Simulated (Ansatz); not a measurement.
Basis sets compared for the cluster P₇⁺. Charge 1, multiplicity 1. Geometry PBE-D4/def2-SVP. Ansatz on 4 threads of Arm Neoverse V2 on a shared host; times are rough, and most runs start from earlier orbitals.

```csv
atom,x (Å),y (Å),z (Å)
P1,1.050,-1.067,1.301
P2,-0.452,1.857,0.057
P3,1.591,-0.874,-0.804
P4,-1.314,0.429,-1.424
P5,1.586,0.944,0.492
P6,-1.846,0.230,0.682
P7,-0.615,-1.519,-0.304
```

The structure comes from a short search, and lower isomers may exist.

| level | functions | energy (Eh) | HOMO (eV) | LUMO (eV) | wall time |
| --- | --- | --- | --- | --- | --- |
| PBE-D4/def2-SVP | 126 | -2387.4805 | -11.16 | -8.77 | 1.3 s |
| PBE0-D4/def2-SVP | 126 | -2387.6462 | -12.18 | -8.20 | 1.9 s |

**Question.** Estimate the rows for PBE-D4/def2-TZVP (with forces), PBE0-D4/def2-TZVP.

**Answer.** 
```
                         level  functions  energy (Eh)  HOMO (eV)  LUMO (eV)  wall time
PBE-D4/def2-TZVP (with forces)        259   -2388.3310     -10.88      -8.48        4 s
             PBE0-D4/def2-TZVP        259   -2388.4944     -11.84      -7.85        8 s
```
